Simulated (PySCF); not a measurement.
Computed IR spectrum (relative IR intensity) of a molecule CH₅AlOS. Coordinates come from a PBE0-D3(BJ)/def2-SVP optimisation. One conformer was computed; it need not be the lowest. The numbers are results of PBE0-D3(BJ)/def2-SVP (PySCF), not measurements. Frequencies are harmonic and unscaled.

```tsv
ν (cm⁻¹)	relative intensity
145	2.5
199	7.8
205	2.6
278	45
316	51
454	12
517	100
651	30
664	25
709	81
891	76
1214	17
3992	61
```

Which structure fits?
(A) C[S][AlH][OH]
(B) C[O][AlH][SH]
(C) [CH3][Al]([OH])[SH]

C, [CH3][Al]([OH])[SH]
